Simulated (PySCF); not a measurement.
C4H3S (SMILES [c-]1ccsc1), charge -1, singlet, at a GFN2-xTB geometry; SVWN5/STO-3G (PySCF).

PySCF was given this input:
```python
from pyscf import gto, scf, dft

mol = gto.M(
    atom='''
S    -0.00537468   -0.04815724    1.21841919
C     0.01986202    1.30772605   -0.16320033
C    -0.01696070   -1.17565525   -0.08708173
C     0.01720962    0.81295480   -1.37105401
C    -0.00405720   -0.62093181   -1.32562868
H     0.03299419    2.30566269    0.24093354
H    -0.03341327   -2.22952851    0.16092592
H    -0.00990838   -1.25018105   -2.21477794
''',
    basis='sto-3g',
    charge=-1,
    verbose=4,
    symmetry=True,
)

mf = dft.RKS(mol)
mf.xc = 'lda,vwn'
mf.irrep_nelec = {"A'": 38, 'A"': 6}
mf.kernel()
mf.analyze()
```

What the program printed (banner, timings and long lists left out):

```
PySCF version 2.14.0

[INPUT] verbose = 4
[INPUT] num. atoms = 8
[INPUT] num. electrons = 44
[INPUT] charge = -1
[INPUT] spin (= nelec alpha-beta = 2S) = 0
[INPUT] symmetry True subgroup None
[INPUT] Mole.unit = angstrom
[INPUT] Symbol           X                Y                Z      unit          X                Y                Z       unit  Magmom
[...]
nuclear repulsion = 188.720440730509
point group symmetry = Cs
symmetry origin: [4.39471192e-09 1.31841360e-09 2.63682746e-09]
symmetry axis x: [-0.01459642 -0.99950612 -0.02782905]
symmetry axis y: [-0.00423677 -0.02776994  0.99960536]
symmetry axis z: [ 0.99988449 -0.01470857  0.00382934]
num. orbitals of irrep A' = 26
num. orbitals of irrep A" = 6
number of shells = 20
number of NR pGTOs = 96
number of NR cGTOs = 32
basis = sto-3g
ecp = {}

******** <class 'pyscf.dft.rks_symm.SymAdaptedRKS'> ********
method = SymAdaptedRKS
initial guess = minao
damping factor = 0
level_shift factor = 0
DIIS = <class 'pyscf.scf.diis.CDIIS'>
diis_start_cycle = 1
diis_space = 8
diis_damp = 0
SCF conv_tol = 1e-09
SCF conv_tol_grad = None
SCF max_cycles = 50
direct_scf = True
direct_scf_tol = 1e-13
XC library pyscf.dft.libxc version 7.1.2
    S. Lehtola, C. Steigemann, M. J. T. Oliveira, and M. A. L. Marques,  SoftwareX 7, 1–5 (2018)
XC functionals = lda,vwn
    P. A. M. Dirac,  Math. Proc. Cambridge Philos. Soc. 26, 376 (1930)
    F. Bloch,  Z. Phys. 57, 545 (1929)
    S. H. Vosko, L. Wilk, and M. Nusair,  Can. J. Phys. 58, 1200 (1980)
radial grids:
    Treutler-Ahlrichs [JCP 102, 346 (1995); DOI:10.1063/1.469408] (M4) radial grids

becke partition: Becke, JCP 88, 2547 (1988); DOI:10.1063/1.454033
pruning grids: <function nwchem_prune>
grids dens level: 3
symmetrized grids: True
atomic radii adjust function: <function treutler_atomic_radii_adjust>
small_rho_cutoff = 0
Freeze 44 electrons in irreps ["A'", 'A"']
    0 free electrons in irreps
Set gradient conv threshold to 3.16228e-05
Initial guess from minao.
tot grids = 104776
init E= -543.681566656717
HOMO (A') = 0.0343887992093503  LUMO (A") = -0.223771689363597  gap/eV = -7.02490

WARN: A' HOMO 0.0343887992093503 > system LUMO -0.223771689363597

WARN: A" LUMO -0.223771689363597 < system HOMO 0.0343887992093503

cycle= 1 E= -542.312162501897  delta_E= 1.37  |g|= 0.58  |ddm|= 5.08
HOMO (A') = 0.461294236027908  LUMO (A") = 0.227690191478955  gap/eV = -6.35669

WARN: A' HOMO 0.461294236027908 > system LUMO 0.227690191478955

WARN: A" LUMO 0.227690191478955 < system HOMO 0.461294236027908

cycle= 2 E= -540.314025551781  delta_E=    2  |g|= 2.16  |ddm|= 6.89
HOMO (A') = 0.507369219176657  LUMO (A") = 0.197847993212668  gap/eV = -8.42250

WARN: A' HOMO 0.507369219176657 > system LUMO 0.197847993212668

WARN: A" LUMO 0.197847993212668 < system HOMO 0.507369219176657

cycle= 3 E= -542.180416596902  delta_E= -1.87  |g|= 0.753  |ddm|= 5.05
HOMO (A') = 0.502082239854598  LUMO (A") = 0.183294877226544  gap/eV = -8.67465

WARN: A' HOMO 0.502082239854598 > system LUMO 0.183294877226544

WARN: A" LUMO 0.183294877226544 < system HOMO 0.502082239854598

cycle= 4 E= -542.309727534601  delta_E= -0.129  |g|= 0.496  |ddm|=    3
HOMO (A') = 0.48401935806218  LUMO (A") = 0.170724146403618  gap/eV = -8.52520

WARN: A' HOMO 0.48401935806218 > system LUMO 0.170724146403618

WARN: A" LUMO 0.170724146403618 < system HOMO 0.48401935806218

cycle= 5 E= -542.313598447647  delta_E= -0.00387  |g|= 0.484  |ddm|= 2.95
HOMO (A') = 0.487490591715308  LUMO (A") = 0.158277099006738  gap/eV = -8.95836

WARN: A' HOMO 0.487490591715308 > system LUMO 0.158277099006738

WARN: A" LUMO 0.158277099006738 < system HOMO 0.487490591715308

cycle= 6 E= -542.425827183034  delta_E= -0.112  |g|= 0.316  |ddm|= 0.932
HOMO (A') = 0.480880250437713  LUMO (A") = 0.154210578686746  gap/eV = -8.88913

WARN: A' HOMO 0.480880250437713 > system LUMO 0.154210578686746

WARN: A" LUMO 0.154210578686746 < system HOMO 0.480880250437713

cycle= 7 E= -542.419583280667  delta_E= 0.00624  |g|= 0.309  |ddm|= 0.255
HOMO (A') = 0.482404585697733  LUMO (A") = 0.154334204669653  gap/eV = -8.92725

WARN: A' HOMO 0.482404585697733 > system LUMO 0.154334204669653

WARN: A" LUMO 0.154334204669653 < system HOMO 0.482404585697733

cycle= 8 E= -542.467025739076  delta_E= -0.0474  |g|= 0.197  |ddm|= 0.526
HOMO (A') = 0.479547166527092  LUMO (A") = 0.149849492178133  gap/eV = -8.97153

WARN: A' HOMO 0.479547166527092 > system LUMO 0.149849492178133

WARN: A" LUMO 0.149849492178133 < system HOMO 0.479547166527092

cycle= 9 E= -542.429749830812  delta_E= 0.0373  |g|= 0.295  |ddm|= 0.555
HOMO (A') = 0.480422220002654  LUMO (A") = 0.15186426321741  gap/eV = -8.94052

WARN: A' HOMO 0.480422220002654 > system LUMO 0.15186426321741

WARN: A" LUMO 0.15186426321741 < system HOMO 0.480422220002654

cycle= 10 E= -542.396375273913  delta_E= 0.0334  |g|= 0.352  |ddm|= 0.372
HOMO (A') = 0.481510645095072  LUMO (A") = 0.151314987641923  gap/eV = -8.98508

WARN: A' HOMO 0.481510645095072 > system LUMO 0.151314987641923

WARN: A" LUMO 0.151314987641923 < system HOMO 0.481510645095072

cycle= 11 E= -542.470682916457  delta_E= -0.0743  |g|= 0.187  |ddm|= 0.792
HOMO (A') = 0.482151111299276  LUMO (A") = 0.151211321906155  gap/eV = -9.00533

WARN: A' HOMO 0.482151111299276 > system LUMO 0.151211321906155

WARN: A" LUMO 0.151211321906155 < system HOMO 0.482151111299276

cycle= 12 E= -542.445507689391  delta_E= 0.0252  |g|= 0.243  |ddm|= 1.52
HOMO (A') = 0.481969181629553  LUMO (A") = 0.150288550892047  gap/eV = -9.02549

WARN: A' HOMO 0.481969181629553 > system LUMO 0.150288550892047

WARN: A" LUMO 0.150288550892047 < system HOMO 0.481969181629553

cycle= 13 E= -542.494843683613  delta_E= -0.0493  |g|= 0.0527  |ddm|= 0.778
HOMO (A') = 0.480798913520602  LUMO (A") = 0.149019270539074  gap/eV = -9.02818

WARN: A' HOMO 0.480798913520602 > system LUMO 0.149019270539074

WARN: A" LUMO 0.149019270539074 < system HOMO 0.480798913520602

cycle= 14 E= -542.47939940214  delta_E= 0.0154  |g|= 0.148  |ddm|= 0.367
HOMO (A') = 0.480308224701206  LUMO (A") = 0.148497650510501  gap/eV = -9.02903

WARN: A' HOMO 0.480308224701206 > system LUMO 0.148497650510501

WARN: A" LUMO 0.148497650510501 < system HOMO 0.480308224701206

cycle= 15 E= -542.49548278149  delta_E= -0.0161  |g|= 0.0398  |ddm|= 0.655
HOMO (A') = 0.480795658546498  LUMO (A") = 0.148853817620905  gap/eV = -9.03260

WARN: A' HOMO 0.480795658546498 > system LUMO 0.148853817620905

WARN: A" LUMO 0.148853817620905 < system HOMO 0.480795658546498

cycle= 16 E= -542.495347710846  delta_E= 0.000135  |g|= 0.0421  |ddm|= 0.278
HOMO (A') = 0.480815518587202  LUMO (A") = 0.148868313261359  gap/eV = -9.03274

WARN: A' HOMO 0.480815518587202 > system LUMO 0.148868313261359

WARN: A" LUMO 0.148868313261359 < system HOMO 0.480815518587202

cycle= 17 E= -542.496664042031  delta_E= -0.00132  |g|= 0.00235  |ddm|= 0.15
HOMO (A') = 0.480836137272676  LUMO (A") = 0.14889097066891  gap/eV = -9.03269

WARN: A' HOMO 0.480836137272676 > system LUMO 0.14889097066891

WARN: A" LUMO 0.14889097066891 < system HOMO 0.480836137272676

cycle= 18 E= -542.496642621658  delta_E= 2.14e-05  |g|= 0.00586  |ddm|= 0.0276
HOMO (A') = 0.480831820500451  LUMO (A") = 0.148880712205148  gap/eV = -9.03285

WARN: A' HOMO 0.480831820500451 > system LUMO 0.148880712205148

WARN: A" LUMO 0.148880712205148 < system HOMO 0.480831820500451

cycle= 19 E= -542.49666186646  delta_E= -1.92e-05  |g|= 0.00283  |ddm|= 0.0102
HOMO (A') = 0.480827665519673  LUMO (A") = 0.148885216972849  gap/eV = -9.03261

WARN: A' HOMO 0.480827665519673 > system LUMO 0.148885216972849

WARN: A" LUMO 0.148885216972849 < system HOMO 0.480827665519673

cycle= 20 E= -542.496667602725  delta_E= -5.74e-06  |g|= 0.000694  |ddm|= 0.0121
HOMO (A') = 0.480821411023963  LUMO (A") = 0.148877661233667  gap/eV = -9.03265

WARN: A' HOMO 0.480821411023963 > system LUMO 0.148877661233667

WARN: A" LUMO 0.148877661233667 < system HOMO 0.480821411023963

cycle= 21 E= -542.496667611116  delta_E= -8.39e-09  |g|= 0.000687  |ddm|= 0.00466
HOMO (A') = 0.480821808005893  LUMO (A") = 0.148878038914009  gap/eV = -9.03265

WARN: A' HOMO 0.480821808005893 > system LUMO 0.148878038914009

WARN: A" LUMO 0.148878038914009 < system HOMO 0.480821808005893

cycle= 22 E= -542.496667954623  delta_E= -3.44e-07  |g|= 7.08e-05  |ddm|= 0.00255
HOMO (A') = 0.480821759610825  LUMO (A") = 0.148878015070437  gap/eV = -9.03265

WARN: A' HOMO 0.480821759610825 > system LUMO 0.148878015070437

WARN: A" LUMO 0.148878015070437 < system HOMO 0.480821759610825

cycle= 23 E= -542.496667958087  delta_E= -3.46e-09  |g|= 1.69e-05  |ddm|= 0.000294
HOMO (A') = 0.480821757444272  LUMO (A") = 0.148878017788518  gap/eV = -9.03265

WARN: A' HOMO 0.480821757444272 > system LUMO 0.148878017788518

WARN: A" LUMO 0.148878017788518 < system HOMO 0.480821757444272

cycle= 24 E= -542.496667958296  delta_E= -2.09e-10  |g|= 1.88e-06  |ddm|= 6.33e-05
HOMO (A') = 0.480821768916619  LUMO (A") = 0.148877972979236  gap/eV = -9.03265

WARN: A' HOMO 0.480821768916619 > system LUMO 0.148877972979236

WARN: A" LUMO 0.148877972979236 < system HOMO 0.480821768916619

Extra cycle  E= -542.496667847286  delta_E= 1.11e-07  |g|= 0.000389  |ddm|= 0.00131
SCF not converged.
SCF energy = -542.496667847286
**** SCF Summaries ****
Total Energy =                        -542.496667847285835
Nuclear Repulsion Energy =             188.720440730508528
One-electron Energy =                -1140.198897999100154
Two-electron Energy =                  408.981789421305905
Two-electron Coulomb Energy =          455.417567782912045
DFT Exchange-Correlation Energy =      -46.435778361606147
HOMO-LUMO gap [eV] =                    -9.032650768196245
Wave-function symmetry = A'
occupancy for each irrep:     A'   A"
                              19    3
**** MO energy ****
[...]
 ** Mulliken pop on meta-lowdin orthogonal AOs  **
 ** Mulliken pop  **
[...]
 ** Mulliken atomic charges  **
charge of    0S =      0.01176
charge of    1C =     -0.20548
charge of    2C =     -0.24586
charge of    3C =     -0.46388
charge of    4C =     -0.02738
charge of    5H =     -0.02410
charge of    6H =     -0.01868
charge of    7H =     -0.02639

WARN: System has nonzero charge -1; the dipole moment is origin-dependent.
Location of origin: [0. 0. 0.]

Dipole moment(X, Y, Z, Debye): -0.04077, -2.05372,  2.75809
```

The run did not converge; its last values are not results.
